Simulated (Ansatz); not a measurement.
Reaction (cleavage of the Si–Ge bond): `C[O][Ge]([OH])([SiH3])[Cl]` + `CC(F)S` → `CC(F)S[SiH3]` + `C[O][GeH]([OH])[Cl]`

Program: Ansatz. Geometries: PBE0-D4/def2-TZVP. ΔE: electronic, gas phase. CBS: MP2 limit from def2 TZ/QZ plus the TZ coupled-cluster correction, frozen cores. For Ge outer-core shells are correlated without core-valence functions, which leaves a few kJ/mol of doubt a bond. Scalar relativity is left out up to krypton. Each species was taken in one conformer, which may not be the lowest.

| species | CCSD(T)/def2-TZVPP energy (Eh) |
| --- | --- |
| `C[O][Ge]([OH])([SiH3])[Cl]` | -3016.99025 |
| `CC(F)S` | -576.54468 |
| `CC(F)S[SiH3]` | -866.81740 |
| `C[O][GeH]([OH])[Cl]` | -2726.72818 |

Task: Work out ΔE.

Result: ΔE = (-866.81740) + (-2726.72818) − (-3016.99025) − (-576.54468) = -0.01065 Eh = -28.0 kJ/mol. CCSD(T)/CBS gives -29.0 kJ/mol.

Largest T1 diagnostic among the species: 0.012.

From PBE to PBE0 (25 % exact exchange), in def2-TZVPP and without D4, ΔE moves by −5.1 kJ/mol.
